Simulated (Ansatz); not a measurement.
Abridged output of a molecular run in Ansatz:

```
Functional definition: HF
1051 factors; integrals over basis functions are off by at most 8.1e-4 eV
mean field evaluation 1: about -44037.7508 eV, gradient 7.3e1 eV
mean field evaluation 2: about -44037.9751 eV, gradient 7.3e1 eV
mean field evaluation 4: about -44048.8676 eV, gradient 9.9e0 eV
mean field evaluation 8: about -44049.0993 eV, gradient 9.4e-1 eV
mean field evaluation 16: about -44049.1039 eV, gradient 4.2e-6 eV
mean field -44049.10392403 eV, -1618.7747116531 hartree, gradient 4.2e-6 eV, S^2 0.000000; 0 other end points of the search recorded, 0 dependent functions left out
17 core orbitals not correlated: weight in the atoms' cores, before any rotation towards them, 1.000 or more for the frozen orbitals, at most 0.000 for the correlated occupied ones
reference -44049.10392403 eV, -1618.7747116531 hartree; 24, 24 occupied and 73, 73 virtual orbitals, 1051 factors
second order -31.95574746 eV of doubles, -0.00000000 eV of singles
cycle   1  -29.19589032 eV  change     2.8e0 eV  update   2.9e-1
cycle   2  -30.76954087 eV  change    -1.6e0 eV  update   2.0e-1
cycle   3  -31.05029199 eV  change   -2.8e-1 eV  update   3.9e-2
cycle   4  -31.07170436 eV  change   -2.1e-2 eV  update   1.8e-2
cycle   5  -31.04555844 eV  change    2.6e-2 eV  update   5.3e-3
cycle   6  -31.04823027 eV  change   -2.7e-3 eV  update   2.6e-3
cycle   7  -31.04724089 eV  change    9.9e-4 eV  update   8.9e-4
cycle   8  -31.04663808 eV  change    6.0e-4 eV  update   3.9e-4
cycle   9  -31.04674046 eV  change   -1.0e-4 eV  update   1.8e-4
cycle  10  -31.04695382 eV  change   -2.1e-4 eV  update   8.1e-5
cycle  11  -31.04689469 eV  change    5.9e-5 eV  update   5.1e-5
cycle  12  -31.04679928 eV  change    9.5e-5 eV  update   2.6e-5
cycle  13  -31.04685514 eV  change   -5.6e-5 eV  update   1.0e-5
perturbative correction -1.35412161 eV, -0.0497630514 hartree
Total energy: -44081.50490079 eV, -1619.9654255867 hartree
```

Its atoms:

Z-matrix (Å, degrees):
```
W
F 1 1.859
Cl 1 2.282 2 84.8
Cl 1 2.282 2 84.8 3 -150.2
O 1 1.668 2 103.8 3 104.9
Cl 1 2.279 2 153.8 3 -75.1
```

Task: Which basis set was used?
A. cc-pV(T+d)Z
B. def2-SVP
C. def2-TZVPPD
D. cc-pV(Q+d)Z

Result: B. It gives 114 functions.

Task: Write the keys of the input that set method, charge and spin (a neutral closed shell needs none for the last two).

Result: 
```yaml
correlation: {method: ccsd_t}
```
